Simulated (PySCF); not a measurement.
trans-(1R,2R)-1-chloro-2-fluorocyclobutane (C4H6ClF), SMILES F[C@@H]1CC[C@H]1Cl.

Coordinates come from a B3LYP-D3(BJ)/def2-SVP optimisation.

Two levels are set side by side: TDDFT-PBE/def2-SVPD (PySCF) and TDDFT-M06-2X/def2-SVPD (PySCF). Vertical, same geometry. The lowest singlet is HOMO→LUMO 98 % with PBE and HOMO→LUMO 49 %, HOMO→LUMO+1 18 %, HOMO→LUMO+2 9 % with the other functional; states are paired by order. Differences are taken from unrounded values.

```csv
quantity,TDDFT-M06-2X,TDDFT-PBE,TDDFT-PBE minus TDDFT-M06-2X
lowest singlet excitation (eV),7.21,6.54,-0.67
lowest triplet excitation (TDA) (eV),6.69,6.06,-0.64
```

A lower first singlet is the usual sign of a functional without exact exchange. Differences between two approximate levels are no errors against the true value.

Rough cost on one machine, each run with all the roots and properties that it gave: TDDFT-M06-2X against TDDFT-PBE about 20 times.
